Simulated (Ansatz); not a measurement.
Al₃P₂⁺. Charge 1, multiplicity 1. Geometry PBE-D4/def2-SVP; atoms count from 1.

```xyz
5

Al    0.939    2.232   -0.921
Al   -0.648   -2.503   -1.160
Al   -0.017    1.350    1.529
P    -0.984   -0.753    0.862
P     0.709   -0.327   -0.309
```

The structure comes from a short search, and lower isomers may exist.

Question: Estimate the Mulliken populations from the PBE0/def2-TZVP orbitals of Ansatz.

Answer: 
| atom | charge (e) |
| --- | --- |
| Al1 | 0.44 |
| Al2 | 0.45 |
| Al3 | 0.32 |
| P4 | -0.07 |
| P5 | -0.14 |
Mulliken values and Mayer orders depend strongly on the basis.

Question: And the Mayer bond orders between bonded heavy atoms (over 0.3)?

Answer: Al1–Al3 0.48 (2.77 Å); Al1–P5 0.53 (2.64 Å); Al2–P4 0.43 (2.70 Å); Al2–P5 0.42 (2.70 Å); Al3–P4 0.77 (2.41 Å); Al3–P5 0.59 (2.59 Å); P4–P5 1.62 (2.10 Å).
